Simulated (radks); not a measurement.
Results of a calculation; reference values are marked as such.
The mean radii <r> (bohr) of the occupied orbitals of an atom or ion are listed with their occupations. Level of theory: Dirac Kohn-Sham, PBEsol, spin-unpolarised, spherical densities, finite nucleus; Fermi nuclear charge, rms radius of each element as measured or else 0.836 A^(1/3) + 0.57 fm (a radial shooting solver on a logarithmic mesh with Libxc functionals).

orbital  occ.      <r>
1s1/2       2  0.01660
2s1/2       2  0.06928
2p1/2       2  0.05693
2p3/2       4  0.06560
3s1/2       2   0.1802
3p1/2       2   0.1705
3p3/2       4   0.1864
3d3/2       4   0.1621
3d5/2       6   0.1670
4s1/2       2   0.3993
4p1/2       2   0.4012
4p3/2       4   0.4354
4d3/2       4   0.4425
4d5/2       6   0.4537
5s1/2       2   0.8966
4f5/2       6   0.4786
4f7/2       8   0.4853
5p1/2       2   0.9609
5p3/2       4    1.051
5d3/2       4    1.329
5d5/2       3    1.372
6s1/2       1    2.259
6p1/2       2    2.703
6p3/2       1    2.988

Name the element and its charge. Open shells, if any, fill j = l - 1/2 first.

Answer. Z = 80, mercury, charge +1: Hg+ in [Xe] 4f14 5d7 6s1 6p3. The 1s radius gives Z: for a bare nucleus <r> = (2 gamma + 1)/(2Z) with gamma = sqrt(1 - (Z/c)^2), 0.0164 bohr for Z = 80, and screening makes it slightly larger (0.01660 here). The occupations add up to 79, and the charge is Z minus that.
